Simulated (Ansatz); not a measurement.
`C[BH][Al]([OH])[F]` + `C=C(F)Br` → `C=C(Br)BC` + `[OH][Al]([F])[F]`  (formal exchange of groups at a B–Al bond)

Program: Ansatz. Geometries: PBE0-D4/def2-TZVP. ΔE: electronic, gas phase. CBS: MP2 limit from def2 TZ/QZ plus the TZ coupled-cluster correction, frozen cores. DFT in def2-TZVPP. HSE06 is defined as in plane-wave codes. For Br outer-core shells are correlated without core-valence functions, which leaves a few kJ/mol of doubt a bond. Scalar relativity is left out up to krypton. Each species was taken in one conformer, which may not be the lowest.

Is it downhill or uphill in electronic energy at CCSD(T)/CBS, and by how much? (An estimate is asked.)

Computed: Downhill: ΔE = -327.4 kJ/mol.

What do these levels give: PBE-D4, BHLYP-D4, B2PLYP, HSE06, LC-ωPBE, MP2/def2-TZVPP? (An estimate is asked.)

Ansatz gave: PBE-D4 -288.6, BHLYP-D4 -322.3, B2PLYP -319.4, HSE06 -296.9, LC-ωPBE -299.3, MP2/def2-TZVPP -340.5 kJ/mol.

Largest T1 diagnostic among the species: 0.013.

From PBE to PBE0 (25 % exact exchange), in def2-TZVPP and without D4, ΔE moves by −12.0 kJ/mol. The D4 term adds −5.9 kJ/mol with B3LYP and −3.1 kJ/mol with PBE0; it sums over pairs of atoms, weighted by their polarisabilities, and B3LYP, whose exchange is more repulsive, gets the larger term.

B3LYP here is the variant with VWN-RPA as its local correlation; programs differ in this.
